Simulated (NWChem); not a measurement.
Correlation energy of AlP

SMILES: [Al]=[P]
```xyz
2

Al     0.0000     0.0000     1.1825
P      0.0000     0.0000    -1.0249
```
Charge 0, spin multiplicity 3.

Everything below was run with NWChem. All single points use one geometry, from UPBE0/def2-SVP, a minimum by its harmonic frequencies.

Basis set: cc-pVTZ. Each correlation energy counts from its own Hartree-Fock reference.

The correlated methods keep 10 core orbitals frozen. This spin state was chosen for the runs; another may lie lower. The structure started from a generated list of species. The unpaired electrons of the parent sit in orbitals of symmetry a1 and b2 (C2v labels of the run); other states weren't searched. No SCF solution was tested for a lower state. Open-shell Hartree-Fock references start from PBE0 orbitals. Coupled-cluster values serve here as a point of comparison, not as the truth.

Task: For the correlation energy, CCSD on ROHF gives -200.1 mHa and UMP2 gives -163.1 mHa. What do CCSD on UHF, CCSD[T] on ROHF give?

Result: CCSD on UHF: -191.0 mHa; CCSD[T] on ROHF: -214.0 mHa.
